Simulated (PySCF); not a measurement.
H4O4Si, SMILES O[Si](O)(O)O.

Coordinates come from a PBE-D3(BJ)/def2-SVP optimisation. The isomer is the one that the SMILES or the coordinates give; other isomers of the formula were not compared. Other conformers were not sampled.

Computed with PBE/def2-TZVP run with PySCF.

Isolated molecule, no solvent.

Task: Estimate the frontier levels, gap, dipole moment and polarisability. (Estimate from the structure and the level; the computed values follow.)

Result: 
```
Item                                                                                                            Value
---------------------------------------------------------------------------------------------  ----------------------
highest occupied level                                                                                       -7.39 eV
lowest empty level                                                                                           -0.64 eV
orbital gap                                                                                                   6.75 eV
dipole moment                                                                                                  0.00 D
quadrupole, principal values (traceless, Buckingham form, about the centre of nuclear charge)   -1.93, 0.96, 0.96 D·Å
mean static polarisability                                                                       38.4 bohr³ (5.69 Å³)
polarisability, principal values                                                               36.3, 39.4, 39.4 bohr³
```
